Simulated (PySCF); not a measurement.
Vertical excitations of a molecule C₂H₈AlN from TDA-ωB97X/def2-SVPD run with PySCF, as energy in eV (oscillator strength): 6.45 (0.091), 6.78 (0.000), 7.17 (0.142), 7.39 (0.120), 8.07 (0.001), 8.17 (0.187), 8.28 (0.000), 8.30 (0.052), 8.57 (0.058), 9.08 (0.000). Lowest triplet (TDA): 6.25 eV. Geometry optimised at B3LYP-D3(BJ)/def2-SVP. Other conformers were not sampled.

Q: Which structure fits?
A) C[CH2][AlH][NH2]
B) C[NH][AlH][CH3]
C) [CH3][Al]([CH3])[NH2]
D) C[N](C)[AlH2]

A: C, [CH3][Al]([CH3])[NH2]
